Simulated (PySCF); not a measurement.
C₂H₅O, SMILES C(O)[CH2], multiplicity 2.

Coordinates come from a PBE0-D3(BJ)/def2-TZVP optimisation. The isomer is the one that the SMILES or the coordinates give; other isomers of the formula were not compared. One conformer was computed; it need not be the lowest.

Level of theory: PBE0-D3(BJ)/def2-TZVP (PySCF).

Harmonic, unscaled wavenumbers; measured fundamentals usually lie a few per cent lower.

```tsv
mode	ν (cm⁻¹)	IR (km/mol)	moving atoms (share of kinetic energy)
1	204	3.9	H 93 %
2	333	110.8	H 92 %
3	430	18.9	H 42 %, O 29 %, C 29 %
4	538	49.6	H 73 %, C 24 %
5	834	2.2	H 73 %, C 21 %
6	962	50.2	C 44 %, H 36 %, O 21 %
7	1118	24.9	C 62 %, H 31 %
8	1129	44.5	C 45 %, H 34 %, O 21 %
9	1181	18.9	H 94 %
10	1363	3.9	H 81 %, C 15 %
11	1398	34.0	H 81 %, C 15 %
12	1449	9.8	H 78 %, C 22 %
13	1476	3.5	H 94 %
14	2985	46.8	H 95 %
15	3007	29.0	H 91 %, C 9 %
16	3161	6.2	H 95 %
17	3271	6.9	H 89 %, C 11 %
18	3851	24.7	H 94 %
```
